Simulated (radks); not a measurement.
The numbers below are computed, except where a source is named.
Question: Valence configurations of the dysprosium ion Dy+ (all share [Xe]). Level of theory: scalar-relativistic Kohn-Sham, PBE, spin-polarised, spherical densities, point nucleus; open shells are filled with parallel spins first (spin-orbit coupling, left out, can overturn this in heavy ions) (a radial shooting solver on a logarithmic mesh with Libxc functionals). Order these by energy: 4f9 6s1 6p1; 4f9.5 6s1 6p0.5; 4f10 5d0.5 6s0.5; 4f10.5 6s0.5; 4f9 6s2; 4f9 5d1 6s1; 4f10 6s1; 4f10 6s0.5 6p0.5; 4f11.

Answer: From the lowest, in eV above it: 4f10 6s1 0.000; 4f10 5d0.5 6s0.5 1.024; 4f10.5 6s0.5 1.265; 4f10 6s0.5 6p0.5 1.754; 4f9.5 6s1 6p0.5 1.857; 4f9 6s2 2.256; 4f9 5d1 6s1 2.347; 4f11 3.405; 4f9 6s1 6p1 5.503. NIST lists [Xe] 4f10 6s1 as the ground configuration; this level of theory agrees among the configurations tried. The energies are those of spherical high-spin densities, not of single terms.
